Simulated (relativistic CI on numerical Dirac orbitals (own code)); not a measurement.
**Calculated levels, Ag**

Computed by Dirac-Coulomb-Breit CI, orbitals from a KLI potential per configuration, a model potential for QED, valence Slater integrals scaled by 0.85, P86 correlation energy added to each configuration (own radial code, finite nucleus).

CI space (outside the closed core [Kr]): 4d10 5s, 4d10 5p, 4d9 5s2, 4d10 6s, 4d10 6p, 4d10 5d, 4d10 7s, 4d10 7p, 4d10 6d, 4d10 4f, 4d10 8s, 4d10 5g, 4d10 5f, 4d10 8p, 4d10 7d, 4d10 9s, 4d10 9p. Levels of other configurations are missing.

The lowest level is 4d10 5s 2S_1/2, with 100 % of that term; Hund's rules for 4d10 5s give 2S with J = 1/2, in agreement.

| No. | Configuration | Term | J | E (cm⁻¹) | % | Landé g | jj configuration (%) |
| --- | --- | --- | --- | --- | --- | --- | --- |
| 1 | 4d10 5s | 2S | 1/2 | 0.0 | 100 | 2.002 | 5s (100) |
| 2 | 4d10 5p | 2P° | 1/2 | 25775.3 | 100 | 0.666 | 5p1/2 (100) |
| 3 | 4d10 5p | 2P° | 3/2 | 26325.9 | 100 | 1.334 | 5p3/2 (100) |
| 4 | 4d9 5s2 | 2D | 5/2 | 32337.2 | 100 | 1.200 | 4d5/2^5 (100) |
| 5 | 4d10 6s | 2S | 1/2 | 36114.5 | 100 | 2.002 | 6s (100) |
| 6 | 4d9 5s2 | 2D | 3/2 | 36623.4 | 100 | 0.799 | 4d3/2^3 4d5/2^6 (100) |
| 7 | 4d10 5d | 2D | 3/2 | 41336.0 | 100 | 0.800 | 5d3/2 (100) |
| 8 | 4d10 5d | 2D | 5/2 | 41339.6 | 100 | 1.200 | 5d5/2 (100) |
| 9 | 4d10 6p | 2P° | 1/2 | 42186.7 | 100 | 0.666 | 6p1/2 (100) |
| 10 | 4d10 6p | 2P° | 3/2 | 42246.7 | 100 | 1.334 | 6p3/2 (100) |
| 11 | 4d10 7s | 2S | 1/2 | 45234.0 | 100 | 2.002 | 7s (100) |
| 12 | 4d10 6d | 2D | 3/2 | 47524.1 | 100 | 0.800 | 6d3/2 (100) |
| 13 | 4d10 6d | 2D | 5/2 | 47529.3 | 100 | 1.200 | 6d5/2 (100) |
| 14 | 4d10 7p | 2P° | 1/2 | 47811.1 | 100 | 0.666 | 7p1/2 (100) |
| 15 | 4d10 7p | 2P° | 3/2 | 47829.4 | 100 | 1.334 | 7p3/2 (100) |
| 16 | 4d10 4f | 2F° | 7/2 | 48682.2 | 100 | 1.143 | 4f7/2 (100) |
| 17 | 4d10 4f | 2F° | 5/2 | 48682.3 | 100 | 0.857 | 4f5/2 (100) |
| 18 | 4d10 8s | 2S | 1/2 | 49202.7 | 100 | 2.002 | 8s (100) |
| 19 | 4d10 7d | 2D | 3/2 | 50395.7 | 100 | 0.800 | 7d3/2 (100) |
| 20 | 4d10 7d | 2D | 5/2 | 50398.5 | 100 | 1.200 | 7d5/2 (100) |
| 21 | 4d10 8p | 2P° | 1/2 | 50513.3 | 100 | 0.666 | 8p1/2 (100) |
| 22 | 4d10 8p | 2P° | 3/2 | 50533.5 | 100 | 1.334 | 8p3/2 (100) |
| 23 | 4d10 5g | 2G | 7/2 | 51143.9 | 100 | 0.889 | 5g7/2 (100) |
| 24 | 4d10 5g | 2G | 9/2 | 51144.0 | 100 | 1.111 | 5g9/2 (100) |
| 25 | 4d10 5f | 2F° | 7/2 | 51150.9 | 100 | 1.143 | 5f7/2 (100) |
| 26 | 4d10 5f | 2F° | 5/2 | 51151.0 | 100 | 0.857 | 5f5/2 (100) |
| 27 | 4d10 9s | 2S | 1/2 | 51280.0 | 100 | 2.002 | 9s (100) |
| 28 | 4d10 9p | 2P° | 1/2 | 52034.0 | 100 | 0.666 | 9p1/2 (100) |
| 29 | 4d10 9p | 2P° | 3/2 | 52053.5 | 100 | 1.334 | 9p3/2 (100) |

Energies count from the lowest computed level; ° marks odd parity. Filled j subshells are mostly left out of the jj labels.

The mean weight of the leading LS term, summed over parents, in these 29 levels is 100 %, and that of the leading jj configuration (from the same eigenvectors) 100 %.

Correlation outside the listed configurations is missing or only estimated: errors of thousands of cm⁻¹ between configurations and terms are usual at this charge. Rates and lifetimes follow the computed energies and can be off by large factors. The fine structure of a lone outer electron comes out too small, for d and f at times inverted, and misplaced configurations move strength between like terms. 15 of the 15 excited levels that our extract of the measured tables holds in this range could be paired (the sources list more); they are missed by 5575 cm⁻¹ on average and 7425 at most, and levels without a partner can miss by more.
